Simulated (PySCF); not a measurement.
Species: ethyl methyl carbonate, C4H8O3.
Cartesian coordinates in Å at the PBE0-D3(BJ)/def2-SVP level; atoms count from 1:
```
atom  x, y, z in Å
C1    -1.9137    1.1887    0.7875
C2    -1.7598   -0.2437    0.3318
O3    -0.4555   -0.7519    0.6104
C4     0.4958   -0.4160   -0.2513
O5     0.3485    0.2319   -1.2547
O6     1.6475   -0.9228    0.1746
C7     2.7662   -0.6567   -0.6493
H8    -2.9503    1.5232    0.6312
H9    -1.2513    1.8515    0.2129
H10   -1.6776    1.2866    1.8576
H11   -1.9588   -0.3374   -0.7466
H12   -2.4394   -0.9127    0.8774
H13    2.6144   -1.0562   -1.6630
H14    3.6207   -1.1511   -0.1729
H15    2.9509    0.4252   -0.7266
```

A calculation gives these core lines: C 1s: 290.92 (area 1), 292.58 (area 1), 292.74 (area 1), 295.74 (area 1) eV; O 1s: 537.73 (area 1), 539.46 (area 1), 539.66 (area 1) eV.

Computed, not measured: delta-SCF UKS SCAN, pcX-2 on the ionised atom, pcseg-1 elsewhere, spin-free X2C (PySCF). Isolated species at its PBE0-D3(BJ)/def2-SVP geometry (one conformer only).

Question: Order the carbon atoms by C 1s binding energy.

Answer: 290.92 eV: C1 (methyl carbon); 292.58 eV: C2 (sp3 carbon bound to oxygen); 292.74 eV: C7 (methoxy carbon); 295.74 eV: C4 (carbonate carbon). The listed C 1s values span 4.82 eV, from C1 (bonded to C and 3 H) to C4 (bonded to O (double bond) and 2 O). Summing the Pauling electronegativity differences to the bonded atoms, each weighted by its formal bond order, gives -1.05 for the lowest site and +3.56 for the highest; no listed site has a larger sum than the highest.

Question: Which oxygen gives which O 1s line?

Answer: 537.73 eV: O5 (carbonate carbonyl oxygen); 539.46 eV: O3 (oxygen singly bound to a carbonyl carbon); 539.66 eV: O6 (oxygen singly bound to a carbonyl carbon). The listed O 1s values span 1.93 eV, from O5 (bonded to C (double bond)) to O6 (bonded to 2 C).

Bonded neighbours of each site: C1: C and 3 H; C2: O, C and 2 H; O3: 2 C; C4: O (double bond) and 2 O; O5: C (double bond); O6: 2 C; C7: O and 3 H.

Question: Which photon energy gives electrons from C 1s of C7 a kinetic energy of 150 eV, and what is their de Broglie wavelength?

Answer: hν = 292.74 + 150 = 442.74 eV, recoil neglected; λ = 12.264 Å/√(E/eV) = 1.00 Å.
